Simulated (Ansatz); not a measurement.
MnO3Br (MnBrO3). Total charge 0; triplet. Geometry PBE0-D4/def2-SVP, that of the neutral singlet; atoms count from 1.

Cartesian coordinates in Å:
```
Mn 0.049 -0.122 0.121
O -1.033 -0.144 1.208
O 0.147 -1.470 -0.604
O 1.407 0.314 0.686
Br -0.570 1.423 -1.412
```

At PBE0-D4/def2-TZVP a singlet of charge 0 lies 1.54 eV below the triplet at the same geometry.

**Question.** Estimate the Mulliken populations from the PBE0/def2-TZVP orbitals of Ansatz.

**Answer.** 
```tsv
atom	charge (e)	spin (α − β)	d electrons
Mn1	1.16	0.47	5.17
O2	-0.39	-0.11	–
O3	-0.33	0.75	–
O4	-0.33	0.75	–
Br5	-0.12	0.13	–
```
Mulliken values and Mayer orders depend strongly on the basis.

**Question.** Where does the spin sit?

**Answer.** Summed by element: Mn 0.47, O 1.39, Br 0.13, of 2 unpaired in all. Largest on single atoms: O4 0.75, O3 0.75, Mn1 0.47.

**Question.** And the Mayer bond orders between bonded heavy atoms (over 0.3)?

**Answer.** Mn1–O2 1.82 (1.53 Å); Mn1–O3 1.48 (1.53 Å); Mn1–O4 1.48 (1.53 Å); Mn1–Br5 0.99 (2.26 Å).
